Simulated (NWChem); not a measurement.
System: C5H5F; SMILES C/C=C(\F)C#C

The following NWChem deck was run.

```
start job
memory heap 200 mb stack 900 mb global 1100 mb
geometry units angstroms
  C      2.540765     0.609277     0.458547
  C      1.391071     0.327061     0.257955
  C      0.041831    -0.048099     0.067250
  F     -0.384924    -1.037290     0.895027
  C     -0.781911     0.488375    -0.830782
  C     -2.201792     0.086146    -1.024687
  H      3.543915     0.875370     0.611703
  H     -0.391793     1.271343    -1.463766
  H     -2.857597     0.942375    -0.865755
  H     -2.480396    -0.706486    -0.335135
  H     -2.355375    -0.261177    -2.046328
end
basis spherical
  * library def2-svp
end
dft
  xc pbe0
  iterations 150
end
driver
  maxiter 120
end
task dft optimize
task dft freq
```

Excerpt of the output:

```
             Northwest Computational Chemistry Package (NWChem) 7.3.0
             --------------------------------------------------------

 CS  symmetry detected

                             Geometry "geometry" -> ""
                             -------------------------

 Output coordinates in angstroms (scale by  1.889725989 to convert to a.u.)

  No.       Tag          Charge          X              Y              Z
 ---- ---------------- ---------- -------------- -------------- --------------
    1 C                    6.0000     0.41573829    -2.66789032     0.00000000
    2 C                    6.0000     0.19224268    -1.48817469     0.00000000
    3 C                    6.0000    -0.13211399    -0.11254584     0.00000000
    4 F                    9.0000    -1.46578956     0.14657352     0.00000000
    5 C                    6.0000     0.75286936     0.88225122     0.00000000
    6 C                    6.0000     0.40156532     2.32863799     0.00000000
    7 H                    1.0000     0.63991515    -3.69273924     0.00000000
    8 H                    1.0000     1.80052158     0.62086174     0.00000000
    9 H                    1.0000     0.82309446     2.81536517     0.87956179
   10 H                    1.0000    -0.67632958     2.46831531     0.00000000
   11 H                    1.0000     0.82309446     2.81536517    -0.87956179

 Effective nuclear repulsion energy (a.u.)     201.0879258629

      Symmetry information
      --------------------

 Group name             Cs
 Group number              2
 Group order               2
 No. of unique centers    10

                                Z-matrix (autoz)
                                --------

 Units are Angstrom for bonds and degrees for angles

      Type          Name      I     J     K     L     M      Value
      ----------- --------  ----- ----- ----- ----- ----- ----------
    1 Stretch                  1     2                       1.20070
    2 Stretch                  1     7                       1.04908
    3 Stretch                  2     3                       1.41335
    4 Stretch                  3     4                       1.35861
    5 Stretch                  3     5                       1.33147
    6 Stretch                  5     6                       1.48844
    7 Stretch                  5     8                       1.07977
    8 Stretch                  6     9                       1.09005
    9 Stretch                  6    10                       1.08691
   10 Stretch                  6    11                       1.09005
   11 Bend                     1     3     4               113.09572
   12 Bend                     1     3     5               126.24260
   13 Bend                     2     3     4               114.26232
   14 Bend                     2     3     5               125.07600
   15 Bend                     3     5     6               124.69146
   16 Bend                     3     5     8               117.64738
   17 Bend                     4     3     5               120.66168
   18 Bend                     5     6     9               110.03722
   19 Bend                     5     6    10               111.03531
   20 Bend                     5     6    11               110.03722
   21 Bend                     6     5     8               117.66116
   22 Bend                     7     3     4               113.16386
   23 Bend                     7     3     5               126.17446
   24 Bend                     9     6    10               109.03325
   25 Bend                     9     6    11               107.58771
   26 Bend                    10     6    11               109.03325
   27 Torsion                  2     3     5     6         180.00000
   28 Torsion                  2     3     5     8           0.00000
   29 Torsion                  3     5     6     9         120.80837
   30 Torsion                  3     5     6    10           0.00000
   31 Torsion                  3     5     6    11        -120.80837
   32 Torsion                  1     2     4     3         180.00000
   33 Torsion                  4     3     5     6           0.00000
   34 Torsion                  4     3     5     8         180.00000
   35 Torsion                  1     2     5     3         180.00000
   36 Torsion                  3     4     1     7         180.00000
   37 Torsion                  3     5     1     7         180.00000
   38 Torsion                  6     5     3     7         180.00000
   39 Torsion                  7     3     5     8           0.00000
   40 Torsion                  8     5     6     9         -59.19163
   41 Torsion                  8     5     6    10         180.00000
   42 Torsion                  8     5     6    11          59.19163

                           NWChem Geometry Optimization
                           ----------------------------

 maximum gradient threshold         (gmax) =   0.000450
 rms gradient threshold             (grms) =   0.000300
 maximum cartesian step threshold   (xmax) =   0.001800
 rms cartesian step threshold       (xrms) =   0.001200
 fixed trust radius                (trust) =   0.300000
 source of zmatrix                         =   autoz

          -------------------
          Energy Minimization
          -------------------

 Using diagonal initial Hessian
 Scaling for Hessian diagonals: bonds = 1.00  angles = 0.25  torsions = 0.10

          --------
          Step   0

                                 NWChem DFT Module
                                 -----------------

[...]

      ----------------------
      Optimization converged
      ----------------------

  Step       Energy      Delta E   Gmax     Grms     Xrms     Xmax
  ---- ---------------- -------- -------- -------- -------- --------
@    9    -292.73698416  2.5D-08  0.00014  0.00004  0.00031  0.00083
                                     ok       ok       ok       ok

                                Z-matrix (autoz)
                                --------

 Units are Angstrom for bonds and degrees for angles

[...]

 Rotational Constants
 --------------------
 A=   0.286864 cm-1  (  0.412725 K)
 B=   0.074174 cm-1  (  0.106718 K)
 C=   0.059592 cm-1  (  0.085737 K)

 Temperature                      =   298.15K
 frequency scaling parameter      =   1.0000

 Zero-Point correction to Energy  =   51.525 kcal/mol  (  0.082111 au)
 Thermal correction to Energy     =   55.629 kcal/mol  (  0.088650 au)
 Thermal correction to Enthalpy   =   56.221 kcal/mol  (  0.089594 au)

 Total Entropy                    =   79.080 cal/mol-K
   - Translational                =   39.182 cal/mol-K (mol. weight =  84.0375)
   - Rotational                   =   26.633 cal/mol-K (symmetry #  =        1)
   - Vibrational                  =   13.265 cal/mol-K

 Cv (constant volume heat capacity) =   22.538 cal/mol-K
   - Translational                  =    2.979 cal/mol-K
   - Rotational                     =    2.979 cal/mol-K
   - Vibrational                    =   16.579 cal/mol-K

[normal modes left out]

 ----------------------------------------------------------------------------
 Normal Eigenvalue ||           Projected Infra Red Intensities
  Mode   [cm**-1]  || [atomic units] [(debye/angs)**2] [(KM/mol)] [arbitrary]
 ------ ---------- || -------------- ----------------- ---------- -----------
    1       -0.000 ||    0.000005           0.000         0.005       0.003
    2       -0.000 ||    0.000145           0.003         0.142       0.094
    3        0.000 ||    0.001397           0.032         1.362       0.901
    4        0.000 ||    0.000090           0.002         0.088       0.058
    5        0.000 ||    0.000079           0.002         0.077       0.051
    6        0.000 ||    0.000258           0.006         0.252       0.167
    7      139.650 ||    0.000029           0.001         0.028       0.018
    8      159.500 ||    0.002176           0.050         2.121       1.404
    9      164.403 ||    0.002256           0.052         2.200       1.456
   10      271.551 ||    0.003004           0.069         2.929       1.938
   11      379.923 ||    0.000122           0.003         0.119       0.079
   12      524.923 ||    0.001838           0.042         1.791       1.185
   13      574.415 ||    0.004360           0.101         4.250       2.812
   14      651.187 ||    0.000167           0.004         0.162       0.108
   15      664.329 ||    0.045172           1.042        44.036      29.141
   16      737.980 ||    0.030038           0.693        29.283      19.378
   17      818.360 ||    0.003016           0.070         2.940       1.945
   18      841.997 ||    0.019613           0.452        19.119      12.652
   19     1011.165 ||    0.074301           1.714        72.432      47.933
   20     1041.626 ||    0.000346           0.008         0.337       0.223
   21     1127.304 ||    0.003340           0.077         3.256       2.155
   22     1234.177 ||    0.038381           0.885        37.416      24.760
   23     1339.903 ||    0.081739           1.886        79.683      52.731
   24     1398.491 ||    0.016514           0.381        16.098      10.653
   25     1452.140 ||    0.002376           0.055         2.316       1.533
   26     1455.076 ||    0.010880           0.251        10.606       7.019
   27     1764.020 ||    0.034453           0.795        33.587      22.226
   28     2239.147 ||    0.003321           0.077         3.237       2.142
   29     3051.205 ||    0.018325           0.423        17.864      11.822
   30     3124.204 ||    0.006853           0.158         6.681       4.421
   31     3182.730 ||    0.002335           0.054         2.276       1.506
   32     3220.558 ||    0.004577           0.106         4.462       2.953
   33     3489.796 ||    0.100032           2.308        97.516      64.532
 ----------------------------------------------------------------------------
```

Level: PBE0/def2-SVP.
